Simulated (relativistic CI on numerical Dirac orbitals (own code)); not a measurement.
# Crystal-field levels of Yb⁴⁺, 4f12

Calculated by Dirac-Coulomb-Breit CI, separate exchange-only KLI orbitals for each configuration, QED by a radiative potential, valence Slater integrals scaled by 0.85, one configuration in a parametric crystal field (own radial code).

Field parameters in Wybourne normalisation; cubic f-shell fields have B⁴₄ = √(5/14) B⁴₀ and B⁶₄ = −√(7/2) B⁶₀. The field is a parameter set, without covalency.

S and J are read from ⟨S²⟩ = S(S + 1) and ⟨J²⟩ = J(J + 1) of each level; they are not fictitious spins.

Oh, B40 = -2630, B60 = -280 cm⁻¹, the lowest 10 levels:

| E (cm⁻¹) | Degeneracy | Irrep | S | J |
| --- | --- | --- | --- | --- |
| 0.0 | 2 | E | 0.99 | 6.00 |
| 56.5 | 3 | T2 | 0.99 | 6.00 |
| 327 | 1 | A2 | 0.99 | 6.00 |
| 576 | 3 | T2 | 0.99 | 6.00 |
| 673 | 3 | T1 | 0.99 | 5.99 |
| 736 | 1 | A1 | 0.99 | 5.98 |
| 6250 | 1 | A1 | 0.74 | 4.03 |
| 6322 | 3 | T1 | 0.74 | 4.02 |
| 6361 | 2 | E | 0.74 | 4.01 |
| 6945 | 3 | T2 | 0.76 | 4.00 |

D3d, B20 = 2310, B40 = -1060, B43 = 640, B60 = 330, B63 = -50, B66 = 410 cm⁻¹, the lowest 16 levels:

| E (cm⁻¹) | Degeneracy | Irrep | S | J |
| --- | --- | --- | --- | --- |
| 0.0 | 1 | A1 | 0.99 | 6.00 |
| 39.4 | 2 | E | 0.99 | 6.00 |
| 165 | 2 | E | 0.99 | 5.99 |
| 345 | 1 | A2 | 0.99 | 5.99 |
| 469 | 1 | A1 | 0.99 | 5.99 |
| 765 | 2 | E | 0.99 | 5.99 |
| 1122 | 2 | E | 0.99 | 6.00 |
| 1230 | 1 | A2 | 0.99 | 6.00 |
| 1232 | 1 | A1 | 0.99 | 6.00 |
| 6518 | 1 | A1 | 0.73 | 4.00 |
| 6537 | 2 | E | 0.75 | 4.01 |
| 6711 | 2 | E | 0.75 | 4.01 |
| 6827 | 1 | A1 | 0.75 | 4.01 |
| 6839 | 2 | E | 0.75 | 4.01 |
| 6857 | 1 | A2 | 0.76 | 4.02 |
| 9477 | 1 | A2 | 1.00 | 4.99 |

Oh, B40 = -2360, B60 = -1130 cm⁻¹, the lowest 10 levels:

```tsv
E (cm⁻¹)	Degeneracy	Irrep	S	J
0.0	3	T2	0.99	6.00
39.7	2	E	0.99	6.00
768	3	T1	0.99	5.99
788	3	T2	0.99	6.00
813	1	A1	0.99	5.97
867	1	A2	0.99	6.00
6209	2	E	0.73	4.01
6377	3	T1	0.75	4.04
6770	1	A1	0.76	4.04
7086	3	T2	0.76	4.00
```

D4h, B20 = -1400, B40 = 1950, B44 = 750, B60 = 990, B64 = 520 cm⁻¹, the lowest 16 levels:

```tsv
E (cm⁻¹)	Degeneracy	Irrep	S	J
0.0	1	A1	0.99	5.99
9.8	1	A2	0.99	5.99
32.9	1	B2	0.99	6.00
35.4	1	B1	0.99	6.00
93.8	2	E	0.99	6.00
155	2	E	0.99	5.99
350	1	B2	0.99	6.00
673	1	B1	0.99	6.00
837	2	E	0.99	6.00
943	1	A1	0.99	6.00
6135	2	E	0.73	4.01
6373	1	B2	0.75	4.00
6400	1	A1	0.75	4.01
6490	1	B1	0.75	4.00
6551	2	E	0.76	4.00
6656	1	A2	0.75	4.03
```

D3h, B20 = -360, B40 = 150, B60 = 140, B66 = 690 cm⁻¹, the lowest 10 levels:

```json
{"E (cm⁻¹)": "0.0", "Degeneracy": "1", "S": "0.99", "J": "6.00"}
{"E (cm⁻¹)": "14.0", "Degeneracy": "1", "S": "0.99", "J": "6.00"}
{"E (cm⁻¹)": "17.2", "Degeneracy": "1", "S": "0.99", "J": "6.00"}
{"E (cm⁻¹)": "25.3", "Degeneracy": "2", "S": "0.99", "J": "6.00"}
{"E (cm⁻¹)": "40.4", "Degeneracy": "2", "S": "0.99", "J": "6.00"}
{"E (cm⁻¹)": "240", "Degeneracy": "1", "S": "0.99", "J": "6.00"}
{"E (cm⁻¹)": "245", "Degeneracy": "2", "S": "0.99", "J": "6.00"}
{"E (cm⁻¹)": "249", "Degeneracy": "1", "S": "0.99", "J": "6.00"}
{"E (cm⁻¹)": "250", "Degeneracy": "2", "S": "0.99", "J": "6.00"}
{"E (cm⁻¹)": "6114", "Degeneracy": "1", "S": "0.74", "J": "4.00"}
```

The next free-ion level lies 6118 cm⁻¹ above the lowest; the field splits the ground level into components whose J stays near 6 as long as their spread is small against that gap.

Levels of this model without a field, named by their leading LS term: 3H_6 0, 3F_4 6118, 3H_5 9444, 3H_4 14273, 3F_3 16784, 3F_2 17475, 1G_4 23447, 1D_2 32639 cm⁻¹.
